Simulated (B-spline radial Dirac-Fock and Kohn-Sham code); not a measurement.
Tb 4p3/2: cross section and angular parameters

System: the Tb atom, 1s2 2s2 2p6 3s2 3p6 3d10 4s2 4p6 4d10 4f9 5s2 5p6 6s2; threshold 284.1 eV (tabulated edge). Level of theory: Dirac-Hartree-Slater photoionisation with a Latter tail; cross sections with all multipoles, angular parameters from the dipole term and its interference with E2; a B-spline atomic structure program.

Input file task.json (cfg lists n, l and occupation; rrms is the nuclear radius in fm):

```json
{"items": [{
  "Z": 65,
  "q": 0,
  "cfg": [[1, 0, 2], [2, 0, 2], [2, 1, 6], [3, 0, 2], [3, 1, 6], [3, 2, 10], [4, 0, 2], [4, 1, 6], [4, 2, 10], [4, 3, 9], [5, 0, 2], [5, 1, 6], [6, 0, 2]],
  "A": 159,
  "rrms": 5.06,
  "do": "xps",
  "hv": [50.8, 60, 80, 94.0, 96.1, 107.0, 140.0, 150, 165.0, 190.0, 318.0, 400, 423.0, 446.0, 492.0, 785.0, 897.0, 1000.0, 1470.0, 1670.0, 2580.0, 2810.0, 3340.0, 6000, 6080.0, 6290.0, 8047.8, 12000, 15000],
  "edges": {"K": 51996.0, "L1": 8708.0, "L2": 8252.0, "L3": 7514.0, "M1": 1968.0, "M2": 1768.0, "M3": 1611.0, "M4": 1276.9, "M5": 1241.1, "N1": 396.0, "N2": 322.4, "N3": 284.1, "N4": 150.5, "N5": 150.5}
}]}
```

Run with: `python xray2_run.py task.json out`

For linearly polarised light dσ/dΩ = σ/(4π) [1 + β P₂(cos θ) + (δ + γ cos²θ) sin θ cos φ], with θ from the polarisation vector and φ the angle between the beam and the projection of the electron momentum on the plane normal to the polarisation.

| hν (eV) | σ (kb) | β | γ | δ |
| --- | --- | --- | --- | --- |
| 318 | 286 | -0.673 | -0.080 | 0.030 |
| 400 | 256 | 0.254 | -0.096 | 0.071 |
| 423 | ? | ? | ? | ? |
| 446 | 240 | 0.548 | 0.012 | 0.069 |
| 492 | 223 | 0.755 | 0.108 | 0.061 |
| 785 | 138 | 1.334 | 0.286 | 0.020 |
| 897 | 116 | 1.428 | 0.260 | 0.012 |
| 1000 | 100 | 1.490 | 0.225 | 0.008 |
| 1470 | 55.8 | 1.638 | 0.065 | 0.001 |
| 1670 | 45.0 | 1.669 | 0.020 | 0.001 |
| 2580 | 20.3 | 1.725 | -0.034 | 0.003 |
| 2810 | 17.2 | 1.729 | -0.021 | 0.004 |
| 3340 | 12.2 | 1.731 | 0.031 | 0.005 |
| 6000 | 3.39 | 1.680 | 0.459 | 0.014 |
| 6080 | 3.28 | 1.678 | 0.472 | 0.014 |
| 6290 | 3.03 | 1.673 | 0.508 | 0.015 |
| 8047.8 | 1.68 | 1.627 | 0.798 | 0.023 |
| 12000 | 0.608 | 1.526 | 1.347 | 0.045 |
| 15000 | 0.334 | 1.455 | 1.678 | 0.064 |

Question: Give the values at 423 eV.

Answer: σ = 248 kb, β = 0.414, γ = -0.043, δ = 0.071.

Values without a named source are computed, but for edge energies of neutral atoms, which are taken from tables.
